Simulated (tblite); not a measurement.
C7H12NOP.
Z-matrix (Å and degrees, GFN2-xTB geometry), rows numbered from 1:
```
C 
O   1  1.4048
C   2  1.4044  1  113.44
P   3  1.8712  2  104.42  1  -172.87
C   4  1.8486  3   97.37  2   -67.64
N   4  1.7318  3   98.05  2  -169.06
C   6  1.3709  4  130.47  3    54.70
C   7  1.3626  6  108.93  4  -178.96
C   8  1.4131  7  107.30  6     0.05
C   9  1.3615  8  106.87  7    -0.05
H   1  1.0975  2  111.17  3   -60.95
H   1  1.0882  2  106.67  3   179.70
H   1  1.0970  2  111.24  3    60.31
H   3  1.1029  2  111.40  1    65.46
H   3  1.1023  2  111.27  1   -55.07
H   5  1.0887  4  111.99  3   -50.23
H   5  1.0881  4  107.61  3    70.07
H   5  1.0891  4  109.07  3  -171.78
H   7  1.0727  6  121.91  4     1.28
H   8  1.0726  7  126.32  6  -179.87
H   9  1.0723  8  126.42  7  -179.98
H  10  1.0727  6  120.15  4    -1.15
```

All values are computed: GFN2-xTB (tblite) harmonic vibrations without scaling, gas phase. The method is semi-empirical: single wavenumbers can be off by several per cent or more. One conformer, not necessarily the lowest.

Harmonic wavenumbers (cm⁻¹): 40.9, 56.2, 65.6, 86.0, 129.3, 159.1, 199.7, 222.5, 253.6, 264.9, 318.9, 389.5, 477.8, 573.6, 579.2, 716.8, 752.5, 763.5, 772.9, 810.7, 819.7, 835.2, 839.2, 864.4, 915.1, 918.2, 980.8, 1061.3, 1081.6, 1091.8, 1109.4, 1131.4, 1154.7, 1166.9, 1191.1, 1226.0, 1261.4, 1309.3, 1335.3, 1405.6, 1406.5, 1429.2, 1440.8, 1455.7, 1461.4, 1468.0, 1488.9, 1563.3, 2806.8, 2846.9, 2896.8, 2920.2, 2999.3, 3011.1, 3026.1, 3028.5, 3145.4, 3150.3, 3159.2, 3169.8.

A = 2511, B = 609.9, C = 578.8 MHz; mass 157.066 u (most abundant isotopes); point group C1, symmetry number 1.

Question: What is the zero-point energy?

Answer: Half the sum of the wavenumbers: 38603 cm⁻¹ = 110.37 kcal/mol.

Question: Give the ideal-gas entropy at 350 K and 1 bar in the rigid-rotor, harmonic-oscillator model (classical rotation).

Answer: Translation 41.89, rotation 30.75, vibration 44.06: S = 116.7 cal/(mol K).

Question: And Cp and H(350 K) − H(0)?

Answer: Cp = 50.41 cal/(mol K), of which vibrations give 42.47 (their classical limit is 60 R = 119.2); H(350 K) − H(0) = 10.49 kcal/mol without the zero-point energy, 7.71 from vibrations.

Question: How do the functions run with temperature in this model?

Answer: 
```csv
T (K),S (cal/(mol K)),Cp (cal/(mol K)),H − H(0) (kcal/mol),G − H(0) (kcal/mol),ln q(vib)
100,75.3,22.4,1.52,-6.00,2.68
200,94.0,32.7,4.28,-14.52,6.21
300,109.4,44.4,8.12,-24.70,9.49
500,137.5,66.2,19.29,-49.43,15.77
800,173.5,87.0,42.58,-96.26,24.69
1000,194.0,95.9,60.92,-133.06,30.21
```

q(vib) and H(0) count from the zero-point level.

Question: Which modes carry the vibrational entropy at 350 K?

Answer: 40.9 cm⁻¹: 5.53; 56.2 cm⁻¹: 4.90; 65.6 cm⁻¹: 4.60; 86.0 cm⁻¹: 4.06; 129.3 cm⁻¹: 3.27; 159.1 cm⁻¹: 2.87 cal/(mol K); the other 54 give 18.83 together.

Question: Blend soft modes into free rotors: weight 1/[1 + (100 cm⁻¹/ν̃)⁴] for the oscillator and the rest for a rotor with moment μB/(μ + B), μ = h/(8π²ν), B = 10⁻⁴⁴ kg m². What vibrational entropy results?

Answer: 39.54 cal/(mol K) in place of 44.06, which changes −T·S at 350 K by +1.58 kcal/mol.

Hindered rotation and anharmonicity are outside this model. Other conformers, if any are populated, would add a mixing term that is left out. The structure is chiral; the term R ln 2 for an equal mix with its mirror image is left out.

Time: 0.91 s. Hardware: an Arm Neoverse V2 with one thread, shared host. This covers the Hessian and the dipole derivatives.
